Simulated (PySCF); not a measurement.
SMILES O=C(O)CCO (C3H6O3) (GFN2-xTB optimised geometry):

```
12

O     -0.160    -2.080    -0.042
C      0.473    -1.063     0.032
O      1.807    -1.051     0.148
C     -0.089     0.334     0.000
C     -1.621     0.334     0.000
O     -2.155     1.633     0.000
H      2.155    -1.957     0.165
H      0.291     0.883     0.864
H      0.297     0.829    -0.896
H     -1.990    -0.139     0.912
H     -1.986    -0.246    -0.857
H     -1.899     2.080    -0.815
```

Computed with CAM-B3LYP/def2-TZVP run with PySCF.

Problem. What are the frontier orbital energies and the dipole moment?

Solution. HOMO-2 -10.93 eV, HOMO-1 -9.91 eV, HOMO -9.50 eV, LUMO 1.24 eV, LUMO+1 1.59 eV; dipole moment 2.40 D.

Meta-Löwdin charges at CAM-B3LYP/def2-TZVP: O1 -0.47, C2 0.54, O3 -0.47, C4 -0.26, C5 0.02, O6 -0.54, H7 0.36, H8 0.14, H9 0.13, H10 0.12, H11 0.10, H12 0.33.
